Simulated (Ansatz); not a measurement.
System: sum formula H$_{8}$Si$_{3}$O$_{2}$ (charge 0, singlet). SMILES: [SiH2](O[SiH3])O[SiH3]
Coordinates optimised at B3LYP-D3(BJ)/def2-TZVP (Ansatz, a first-principles code):
```
O
Si 1 1.6309
O 2 1.6308 1 110.77
Si 3 1.6404 2 147.03 1 -54.29
Si 1 1.6404 2 147.12 3 -55.44
H 2 1.4752 3 109.76 4 64.01
H 2 1.4752 6 111.98 1 120.51
H 4 1.4778 3 108.29 2 -165.21
H 5 1.4778 1 108.29 2 -164.70
H 4 1.4804 8 109.69 3 119.78
H 5 1.4804 9 109.69 1 119.78
H 4 1.4817 8 109.68 10 119.91
H 5 1.4817 9 109.67 11 119.92
```
Charge 0, spin multiplicity 1.

Quantity: vertical triplet-singlet gap (E(triplet) - E(singlet); each state is the SCF solution reached for its spin; for the triplet the Hartree-Fock reference is unstable and T1 is 0.045), in kcal/mol. Correlated levels leave the core frozen unless marked. Open shells are spin-unrestricted. Spin-orbit coupling is left out. Non-relativistic. 

```tsv
level	program	vertical triplet-singlet gap (kcal/mol)
HF/aug-cc-pV(Q+d)Z	Ansatz	179.2
SVWN5/def2-TZVPD	Ansatz	137.0
PBE/def2-TZVPD	Ansatz	141.4
r2SCAN/def2-TZVPD	Ansatz	152.4
BHLYP/def2-TZVPD	Ansatz	175.3
CCSD(T)/aug-cc-pV(D+d)Z	Ansatz	172.9
```
